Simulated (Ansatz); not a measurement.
Cl₂F₂Si, SMILES `F[Si](F)(Cl)Cl`. The species carries charge 0 and has multiplicity 1.

```xyz
5

F     0.7782   -0.4890    1.3324
Si   -0.0251    0.0018    0.0753
F    -1.4146    0.5354    0.5763
Cl    0.9791    1.4957   -0.8127
Cl   -0.3175   -1.5440   -1.1711
```

Q: What are the harmonic wavenumbers in cm⁻¹ at PBE0-D4/def2-TZVP (Ansatz, finite differences of forces, unscaled)? (An estimate is asked.)

A: The calculation gave: 171, 203, 273, 309, 319, 520, 664, 919, 996.

Q: Is this a minimum?

A: Yes, all 9 modes are real.

Q: Give the ideal-gas thermochemistry at 298.15 K and 1 bar (rigid rotor, harmonic oscillator; point group C2v, symmetry number 2).

A: Zero-point energy 26.2 kJ/mol; H(298) − E = 43.6 kJ/mol; entropy 322.9 J/(mol·K), of which translation 170.2, rotation 110.9, vibration 41.8; G(298) − E = -52.7 kJ/mol.

Q: And at 400, 500, 600, 800 and 1000 K?

A: 
| T (K) | H − E (kJ/mol) | S (J/mol/K) | G − E (kJ/mol) |
| --- | --- | --- | --- |
| 400 | 52.4 | 348.2 | -86.9 |
| 500 | 61.7 | 369.0 | -122.8 |
| 600 | 71.4 | 386.6 | -160.6 |
| 800 | 91.5 | 415.5 | -241.0 |
| 1000 | 112.1 | 438.6 | -326.4 |

Q: Rotational constants (cm⁻¹)?

A: 0.09975, 0.06561, 0.05549.
